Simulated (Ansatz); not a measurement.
Consider the redistribution: `[Li][F]` + `[OH][Ga]([SH])[O][SiH3]` → `[Li][SH]` + `[OH][Ga]([F])[O][SiH3]`.

Calculated with Ansatz (gas phase, PBE0-D4/def2-TZVP geometries, no zero-point term in ΔE). CCSD(T)/CBS adds triple-zeta CCSD(T) − MP2 to the extrapolated MP2 energy (def2 sets, frozen cores). DFT in def2-TZVPP. B3LYP here is the variant with VWN-RPA as its local correlation; programs differ in this. HSE06 is defined as in plane-wave codes. For Ga, Li outer-core shells are correlated without core-valence functions, which leaves a few kJ/mol of doubt a bond. Scalar relativity is left out up to krypton. Each species was taken in one conformer, which may not be the lowest.

CCSD(T)/CBS gives +14.4 kcal/mol.

**Question.** Another level gave +13.5 kcal/mol. Which?
A. HSE06-D4/def2-TZVPP
B. MP2/def2-TZVPP
C. B3LYP-D4/def2-TZVPP
D. CCSD(T)/def2-TZVPP

**Answer.** B. MP2/def2-TZVPP 13.5, B3LYP-D4 15.8, CCSD(T)/def2-TZVPP 12.5, HSE06-D4 14.7 kcal/mol.

Largest T1 diagnostic among the species: 0.014.

In def2-TZVPP, CCSD(T) changes the Hartree–Fock value by +5.1 kcal/mol (the triples alone add +0.6 kcal/mol) and MP2 by +6.0 kcal/mol. From PBE to PBE0 (25 % exact exchange), in def2-TZVPP and without D4, ΔE moves by −1.3 kcal/mol. The D4 term adds +1.8 kcal/mol with B3LYP and +1.0 kcal/mol with PBE0; it sums over pairs of atoms, weighted by their polarisabilities, and B3LYP, whose exchange is more repulsive, gets the larger term.
